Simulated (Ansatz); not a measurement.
Z-matrix (Å, degrees):
```
Sn
Cl 1 2.300
Cl 1 2.300 2 107.4
Cl 1 2.300 2 107.4 3 115.3
H 1 1.692 2 111.5 3 -122.4
```

Charge 0, multiplicity 1. Sn: def2 effective core potential.

Task: List the PBE0/def2-TZVPP orbital energies in eV (the Gaussian-basis code of Ansatz). (An estimate is asked.)

Result: Ansatz gave: Occupied: -2767.80, -2767.80, -2767.80, -259.63, -259.63, -259.63, -197.92, -197.92, -197.92, -197.77, -197.77, -197.77, -197.76, -197.76, -197.76, -142.14, -96.80, -96.80, -96.71, -30.66, -30.66, -30.53, -30.44, -30.44, -23.55, -22.85, -22.85, -15.14, -11.45, -11.35, -11.35, -9.84, -9.84, -9.56, -9.56, -9.49, -9.42. Lowest empty: -2.26, -0.53, -0.53, 1.10, 2.23, 2.60, 2.60, 3.34.
